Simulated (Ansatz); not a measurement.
`[InH2][C]1=NC1` → 2 C• + 4 H• + In• + N•  (atomization)

Isolated molecules relaxed with PBE0-D4/def2-TZVP in Ansatz; ΔE leaves out vibrations. CCSD(T)/CBS is the MP2 limit (def2-TZVPP, def2-QZVPP) plus CCSD(T) − MP2 in def2-TZVPP, frozen cores. This one scheme is used for every species, atoms too. DFT in def2-TZVPP. Open shells (•) are unrestricted, without spin–orbit coupling. Spin–orbit coupling would lower the free atoms: a little for C; strongly for In. Elements past krypton have def2 core potentials. Bonds to In are less sure, by a few kJ/mol each and by 10 to 20 or more in all where they break to atoms, as the def2 sets lack core-valence functions.

```
         species  LC-ωPBE energy (Eh)
`[InH2][C]1=NC1`           -323.38490
              C•            -37.82224
              H•             -0.50601
             In•           -190.13011
              N•            -54.56726
```

Question: Work out ΔE.

Answer: ΔE = 4 × (-0.50601) + 2 × (-37.82224) + (-190.13011) + (-54.56726) − (-323.38490) = 1.01901 Eh = +639.4 kcal/mol. CCSD(T)/CBS gives +632.4 kcal/mol.

Largest T1 diagnostic among the species: 0.015.

Leaving LDA and LC-ωPBE aside and taking each functional with its dispersion term where it has one, the values, not all of them listed here, spread over 50.7 kcal/mol, from BHLYP-D4 to PBE-D4. LDA lies +90.4 kcal/mol from PBE without D4, its usual overbinding. The D4 term adds +5.5 kcal/mol with B3LYP and +2.9 kcal/mol with PBE0; it sums over pairs of atoms, weighted by their polarisabilities, and B3LYP, whose exchange is more repulsive, gets the larger term. From PBE to PBE0 (25 % exact exchange), in def2-TZVPP and without D4, ΔE moves by −17.4 kcal/mol: exact exchange takes away binding that semilocal exchange gives to molecules.

B3LYP here is the variant with VWN-RPA as its local correlation; programs differ in this.

For atomizations the MP2-based limit and the directly extrapolated one differ by several kJ/mol either way, and by 10 to 25 for some Ge, Se and Sn compounds, so smaller differences from it don't rank the levels.
